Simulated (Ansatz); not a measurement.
`O=C(O)O[SiH2][SiH3]` + `C[SiH](N)O` → `C[SiH](N)O[SiH3]` + `O=C(O)O[SiH3]`  (cleavage of the Si–Si bond)

Computed with Ansatz on PBE0-D4/def2-TZVP structures; ΔE is electronic, products minus reactants. CCSD(T)/CBS is the MP2 limit (def2-TZVPP, def2-QZVPP) plus CCSD(T) − MP2 in def2-TZVPP, frozen cores. One conformer a species, not always the lowest.

```
              species  MP2/def2-QZVPP energy (Eh)
`O=C(O)O[SiH2][SiH3]`                  -845.23483
         `C[SiH](N)O`                  -461.21302
   `C[SiH](N)O[SiH3]`                  -751.50279
      `O=C(O)O[SiH3]`                  -554.98924
```

Work out ΔE.

ΔE = (-751.50279) + (-554.98924) − (-845.23483) − (-461.21302) = -0.04418 Eh = -27.7 kcal/mol. CCSD(T)/CBS gives -25.5 kcal/mol.

Largest T1 diagnostic among the species: 0.015.

From PBE to PBE0 (25 % exact exchange), in def2-TZVPP and without D4, ΔE moves by −2.2 kcal/mol. In def2-TZVPP, CCSD(T) changes the Hartree–Fock value by +6.9 kcal/mol (the triples alone add +1.0 kcal/mol) and MP2 by +5.0 kcal/mol.
